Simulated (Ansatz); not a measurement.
```yaml
crystal:
  periodic: [false, false, false]
  atoms:
    - {symbol: Si, position_ang: [-3.554560, 2.677823, -0.454142]}
    - {symbol: Si, position_ang: [0.151609, 1.028782, 2.748127]}
    - {symbol: O, position_ang: [2.941147, -0.404278, 0.974385]}
    - {symbol: Ge, position_ang: [3.337582, -3.190656, -1.737074]}
    - {symbol: H, position_ang: [-4.769256, 0.186094, -2.204813]}
    - {symbol: H, position_ang: [-6.002962, 4.002574, 1.274380]}
    - {symbol: H, position_ang: [-2.413973, 4.925996, -2.544906]}
    - {symbol: H, position_ang: [-1.169425, -1.166491, 4.804306]}
    - {symbol: H, position_ang: [1.280104, 3.530648, 4.529948]}
    - {symbol: H, position_ang: [6.642597, -3.362220, -2.370195]}
    - {symbol: H, position_ang: [1.580555, -2.257043, -4.473575]}
    - {symbol: H, position_ang: [2.145982, -6.092666, -0.471640]}
basis:
  gaussian: {orbitals: ANO-RCC-VTZP}
hamiltonian: {xc: {name: SPW92}}
accuracy: high
output: {forces: true}
```

```sh
$ ansatz run in.yaml --threads 4 --pin off --events-out ev --progress --plain --max-ram 10444MiB
```

Shortened log:

```
Functional definition: SPW92
4294 factors; integrals over basis functions are off by at most 4.3e-9 eV
mean field evaluation 1: about -74826.8275 eV, gradient 1.1e2 eV
mean field evaluation 2: about -74300.5938 eV, gradient 2.0e2 eV
mean field evaluation 4: about -74377.2643 eV, gradient 2.3e2 eV
mean field evaluation 8: about -74865.8258 eV, gradient 4.8e1 eV
mean field evaluation 16: about -74871.5755 eV, gradient 5.6e-1 eV
mean field evaluation 32: about -74871.5785 eV, gradient 1.6e-8 eV
mean field -74871.57850630 eV, -2751.4797603279 hartree, gradient 1.5e-8 eV, S^2 0.000000; 10 other end points of the search recorded, 0 dependent functions left out
reference -74871.57851719 eV, -2751.4797607281 hartree; 38, 38 occupied and 215, 215 virtual orbitals, 4294 factors
Total energy: -74871.57851719 eV, -2751.4797607281 hartree
Relativity: scalar
Atom 0 at    -3.554560     2.677823    -0.454142 Å, force    -0.793334     0.343663    -0.688664 eV/Å
Atom 1 at     0.151609     1.028782     2.748127 Å, force     0.600438    -0.247850     0.706809 eV/Å
Atom 2 at     2.941147    -0.404278     0.974385 Å, force    -0.699724    -0.012617     0.094803 eV/Å
Atom 3 at     3.337582    -3.190656    -1.737074 Å, force     0.043335    -0.186395    -0.180316 eV/Å
Atom 4 at    -4.769256     0.186094    -2.204813 Å, force     0.413252     0.825400     0.591637 eV/Å
Atom 5 at    -6.002962     4.002574     1.274380 Å, force     0.825540    -0.444899    -0.565111 eV/Å
Atom 6 at    -2.413973     4.925996    -2.544906 Å, force    -0.374438    -0.754548     0.707483 eV/Å
Atom 7 at    -1.169425    -1.166491     4.804306 Å, force     0.467180     0.720131    -0.684178 eV/Å
Atom 8 at     1.280104     3.530648     4.529948 Å, force    -0.356903    -0.862106    -0.599373 eV/Å
Atom 9 at     6.642597    -3.362220    -2.370195 Å, force    -0.957711     0.058719     0.188565 eV/Å
Atom 10 at     1.580555    -2.257043    -4.473575 Å, force     0.498061    -0.255125     0.779059 eV/Å
Atom 11 at     2.145982    -6.092666    -0.471640 Å, force     0.334303     0.815628    -0.350714 eV/Å
Dipole moment:    -0.225846    -0.213302    -0.227817 e Å
```

Problem. What is wrong with this run?

Solution. The geometry is stretched to more than twice its size. Self-consistency was reached. The result belongs to that input, not to the molecule as meant.
